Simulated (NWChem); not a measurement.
System: TiHCl₃; SMILES [Cl][TiH]([Cl])[Cl]

Here is an NWChem input.

```
start job
memory heap 200 mb stack 900 mb global 1100 mb
geometry units angstroms noautosym nocenter noautoz
  Ti     0.000000     0.000000    -0.312953
  Cl     0.623287    -2.012502     0.140354
  Cl     1.431234     1.546034     0.140354
  Cl    -2.054522     0.466469     0.140354
  H      0.000000     0.000000    -1.963639
end
basis spherical
  * library def2-svp
end
dft
  xc xpbe96 cpbe96
  iterations 150
  convergence damp 70 ncydp 30 lshift 0.3 ncysh 40
  vectors input atomic output neutral.movecs
end
task dft energy
charge 1
dft
  odft
  mult 2
  vectors input atomic output cation.movecs
end
task dft energy
```

All runs use the structure optimised with PBE0/def2-SVP.

Ions are spin-unrestricted doublets at the neutral geometry; other ion states weren't tried.

Task: Predict the main results of this run. (PBE/def2-SVP, vertical spin-unrestricted ions.) Quantities: −ε(HOMO) (eV).

Result: 
```
Item           Result
-------------  ------
−ε(HOMO) (eV)    7.95
```
